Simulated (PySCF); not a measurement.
Worked example: chemical shift, span and skew from a shielding tensor

C3H8Se, SMILES CC(C)[SeH]. Atoms are numbered in the order given.

```xyz
12

Se    -0.8761     0.1470     0.4924
H     -1.8150    -0.3228    -0.5389
C      0.7133     0.1252    -0.7064
C      0.9606    -1.2580    -1.2862
C      1.8934     0.6381     0.1077
H      0.4863     0.8404    -1.5140
H      1.8415    -1.2350    -1.9525
H      1.1522    -1.9913    -0.4867
H      0.1030    -1.6158    -1.8761
H      1.7107     1.6488     0.5037
H      2.7953     0.6786    -0.5253
H      2.1094    -0.0316     0.9567
```
Charge 0, spin multiplicity 1.

The structure is a stationary point at r2SCAN-D4/def2-SVP. Other conformers were not sampled.

GIAO shieldings from B3LYP/pcSseg-1 (PySCF), non-relativistic, no solvent. The symmetric part of the tensor of Se1 has the principal values 1061.5, 1441.3, 2209.4 ppm. The same nucleus in Me2Se has σ = 1647.9 ppm at this level (PySCF, at its B3LYP-D3(BJ)/def2-TZVP geometry).

**Question.** Work out the isotropic shielding, the ⁷⁷Se shift against Me2Se, the span and the skew.

**Answer.** 
σ(iso) = (σ11 + σ22 + σ33)/3 = 1570.7 ppm. δ = σ(ref) − σ(iso) = 1647.9 − (1570.7) = 77.2 ppm.
Span Ω = σ33 − σ11 = 1147.9 ppm. Skew κ = 3(σ(iso) − σ22)/Ω = 0.34. Tumbling in solution averages the tensor to δ; in a static solid the shielding alone would spread this spin-1/2 line over Ω.
